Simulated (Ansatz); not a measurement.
`C[N]=[Mo]([NH2])(=[O])[Cl]`. Total charge 0; spin multiplicity 1. Mo takes the def2 core potential. Geometry: relaxed with PBE0-D4/def2-TZVP. It is one conformer, not always the lowest.

```xyz
11

C     0.295   -2.032   -0.093
N     0.410   -0.619   -0.124
Mo    0.151    0.937    0.566
N    -0.778    1.945   -0.787
O    -0.788    0.791    1.951
Cl    2.188    1.845    1.075
H    -0.309   -2.373    0.755
H     1.290   -2.483   -0.025
H    -0.168   -2.385   -1.021
H    -1.383    2.720   -0.553
H    -0.906    1.655   -1.744
```

(1) What is the dipole moment at r2SCAN/def2-TZVPP? (An estimate is asked.)

(2) And with PBE, B3LYP, ωB97M-V? (Estimate.)

(3) Give the Mulliken charges with r2SCAN, ωB97M-V, B3LYP in def2-TZVPP. (An estimate is asked.)

Results:

(1) Computed: 3.67 D, with components (-1.75, -1.23, -2.99) D in this frame, pointing from negative to positive charge.

(2) Ansatz gave: PBE 3.60 D, B3LYP 3.67 D, ωB97M-V 3.68 D.

(3) Computed: 
| atom | r2SCAN | ωB97M-V | B3LYP |
| --- | --- | --- | --- |
| C1 | 0.01 | -0.19 | -0.13 |
| N2 | -0.55 | -0.50 | -0.54 |
| Mo3 | 1.39 | 1.29 | 1.39 |
| N4 | -0.55 | -0.46 | -0.52 |
| O5 | -0.52 | -0.51 | -0.53 |
| Cl6 | -0.36 | -0.32 | -0.36 |
| H7 | 0.07 | 0.13 | 0.11 |
| H8 | 0.07 | 0.13 | 0.11 |
| H9 | 0.07 | 0.12 | 0.11 |
| H10 | 0.18 | 0.15 | 0.17 |
| H11 | 0.19 | 0.15 | 0.17 |

B3LYP here is the variant with VWN-RPA as its local correlation; programs differ in this.
